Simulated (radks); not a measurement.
The numbers below are computed, except where a source is named.
Li III, configuration 4d1 (not the ground configuration).

Level of theory: Dirac Kohn-Sham, PBE, spin-unpolarised, spherical densities, point nucleus; open shells are shared between the two j in proportion to 2j + 1 (a radial shooting solver on a logarithmic mesh with Libxc functionals).

Energy parts (hartree):
total: -0.28561
kinetic: 0.28135
electron-nucleus: -0.56237
Hartree: 0.06449
exchange-correlation: -0.06909

Orbitals (lengths in bohr, moments of r in powers of bohr):
orbital  occ.  eigenvalue (hartree)    <r>
4d3/2     0.4              -0.24121  6.946
4d5/2     0.6              -0.24120  6.946

The highest occupied level is 4d5/2 at -6.563 eV. Summed over all electrons, <r^2> = 54.80 bohr^2, which gives a Langevin (diamagnetic) susceptibility term of -43.4 x 10^-6 cm^3/mol. The density falls to 0.001 e/bohr^3 at r = 2.54 bohr.
